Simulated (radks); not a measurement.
Task: Species: Tl. Configuration: [Xe] 4f14 5d8 6s2 6p3 (not the ground configuration). Method: Dirac Kohn-Sham, PBEsol, spin-unpolarised, spherical densities, point nucleus; open shells are shared between the two j in proportion to 2j + 1; computed with a radial shooting solver on a logarithmic mesh with Libxc functionals. Some entries of the table are withheld. Estimate them.

| orbital | occ. | eigenvalue (Ry) | <1/r> (bohr^-1) | r(max) (bohr) |
|---|---|---|---|---|
| 1s1/2 | 2 | -6282.091 | 99.52 | 0.01003 |
| 2s1/2 | 2 | -1118.280 | 24.55 | 0.05836 |
| 2p1/2 | 2 | -1073.390 | 24.49 | 0.04279 |
| 2p3/2 | 4 | -921.6257 | 19.69 | 0.05040 |
| 3s1/2 | 2 | -267.5147 | 9.003 | 0.1642 |
| 3p1/2 | 2 | -247.3020 | 8.911 | 0.1531 |
| 3p3/2 | 4 | -213.5635 | 7.656 | 0.1685 |
| 3d3/2 | 4 | -180.2585 | 7.557 | 0.1309 |
| 3d5/2 | 6 | -173.0526 | 7.275 | 0.1351 |
| 4s1/2 | 2 | -60.32243 | 3.819 | 0.3694 |
| 4p1/2 | 2 | -51.62265 | 3.709 | 0.3672 |
| 4p3/2 | 4 | -43.41203 | 3.273 | 0.3986 |
| 4d3/2 | 4 | -29.22839 | 3.075 | (1) |
| 4d5/2 | 6 | -27.69669 | 2.976 | (2) |
| 5s1/2 | 2 | -10.39046 | 1.580 | 0.8075 |
| 4f5/2 | 6 | -9.37756 | 2.626 | 0.3555 |
| 4f7/2 | 8 | -9.03910 | 2.588 | 0.3600 |
| 5p1/2 | 2 | -7.44934 | 1.459 | (3) |
| 5p3/2 | 4 | -5.92654 | 1.301 | (4) |
| 5d3/2 | 3.2 | -1.85949 | 1.018 | 1.078 |
| 5d5/2 | 4.8 | -1.67903 | 0.9815 | 1.109 |
| 6s1/2 | 2 | -1.00014 | 0.5675 | 1.965 |
| 6p1/2 | 1 | -0.42607 | 0.4487 | 2.341 |
| 6p3/2 | 2 | -0.29919 | 0.3883 | 2.651 |

Result: 
(1) 4d3/2 r(max) (bohr): 0.3903
(2) 4d5/2 r(max) (bohr): 0.3999
(3) 5p1/2 r(max) (bohr): 0.8478
(4) 5p3/2 r(max) (bohr): 0.9245
